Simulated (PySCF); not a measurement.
A PySCF script (with the pyscf-properties extension) for the NMR shieldings of SMILES CCc1cc[bH-]cc1, [C7H10B]-, on a GFN2-xTB geometry:

```python
import basis_set_exchange as bse
import numpy as np
from pyscf import gto, dft
from pyscf.prop import nmr

atoms = """
C    -2.425652   -0.268577   -0.703342
C    -1.645935    0.353061    0.461334
C    -0.155566    0.188256    0.285529
C     0.484788   -0.948552    0.777360
C     1.838283   -1.163822    0.619530
B     2.689160   -0.161041   -0.107459
C     1.936900    1.034333   -0.620417
C     0.578901    1.150608   -0.406507
H    -2.129375    0.201484   -1.639561
H    -3.504955   -0.147817   -0.576647
H    -2.199662   -1.331174   -0.774285
H    -1.972357   -0.124142    1.393854
H    -1.905013    1.417288    0.526485
H    -0.133819   -1.680692    1.309438
H     2.225886   -2.093225    1.054894
H     3.873710   -0.302771   -0.264223
H     2.403244    1.858225   -1.174783
H     0.032705    2.024876   -0.779522
"""
names = dict.fromkeys(["C", "B", "H"], "pcSseg-1")
basis = {el: gto.basis.parse(bse.get_basis(n, elements=[el], fmt="nwchem")) for el, n in names.items()}
mol = gto.M(atom=atoms, basis=basis, charge=-1, verbose=0)
mf = dft.RKS(mol, xc="PBE0")
mf.grids.level = 2
mf.grids.alignment = dft.numint.BLKSIZE   # the property module wants whole blocks of grid points
mf.conv_tol = 1e-9
mf.kernel()

calc = nmr.RKS(mf)   # GIAO
C = mf.mo_coeff
Co = C[:, mf.mo_occ > 0]
resp = mf.gen_response(singlet=True, hermi=2)
def vind(x):   # induced exchange potential for any number of trial vectors
    d = np.einsum("pi,xij,qj->xpq", C, 2 * x.reshape(-1, C.shape[1], Co.shape[1]), Co, optimize=True)
    return np.einsum("xpq,pi,qj->xij", resp(d - d.transpose(0, 2, 1)), C, Co, optimize=True).ravel()
mo1, _ = nmr.rhf.solve_mo1(calc, with_cphf=vind)
sigma = calc.kernel(mo1)
for i, s in enumerate(sigma):   # ppm
    print("%2d %-2s %9.2f" % (i, mol.atom_pure_symbol(i), np.trace(s) / 3))
```

**Question.** Give the expected output.

**Answer.** 
```
 0 C     162.65
 1 C     148.15
 2 C      62.38
 3 C      52.31
 4 C      53.49
 5 B      77.54
 6 C      53.49
 7 C      52.36
 8 H      30.77
 9 H      30.83
10 H      30.77
11 H      29.39
12 H      29.39
13 H      24.49
14 H      24.75
15 H      26.68
16 H      24.75
17 H      24.49
```

These numbers come from an equivalent density-fitted implementation of the same equations, which agrees with the script to about 0.01 ppm for H and up to a few tenths of a ppm for heavy atoms, so last digits may differ.

Size and cost of the density-fitted run: 186 basis functions, 60 s wall time on 1 thread of an Arm Neoverse N1, shared host; peak memory 0.83 GiB.
